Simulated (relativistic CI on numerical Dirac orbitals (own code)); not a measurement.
## Slater's F² for Ne V from its measured terms

Problem. The ground configuration 2s²2p² of Ne V has the measured levels ³P: 0.0 (J = 0), 412.4 (J = 1), 1110.1 (J = 2); ¹D: 30291.5 (J = 2); ¹S: 63913.6 (J = 0) cm⁻¹ (NIST levels in Podobedova, Fuhr, Reader and Wiese, J. Phys. Chem. Ref. Data 33, 525 (2004)). Test the one-configuration theory of p2 and extract F²(2p,2p).

Working.
1. Centres of gravity, weighted by 2J + 1: ³P 754.2, ¹D 30291.5, ¹S 63913.6 cm⁻¹. To first order spin-orbit coupling drops out of them.
2. Slater-Condon theory gives ¹D − ³P = 6F²/25 and ¹S − ¹D = 9F²/25, so the ratio of the upper interval to the lower is 9/6 = 1.500, whatever F².
3. Measured intervals: 29537.3 and 33622.1 cm⁻¹, ratio 1.138.
4. F² from the lower interval is 123072 and from the upper 93395 cm⁻¹.

Check. The radial integral calculated for this configuration (Dirac-KLI orbitals, unscaled) is F² = 133011 cm⁻¹; the two empirical values are 93 % and 70 % of it. The ratio falls short of 1.50 mainly because the highest term mixes with s⁰p4, which has the same term and pushes it down.
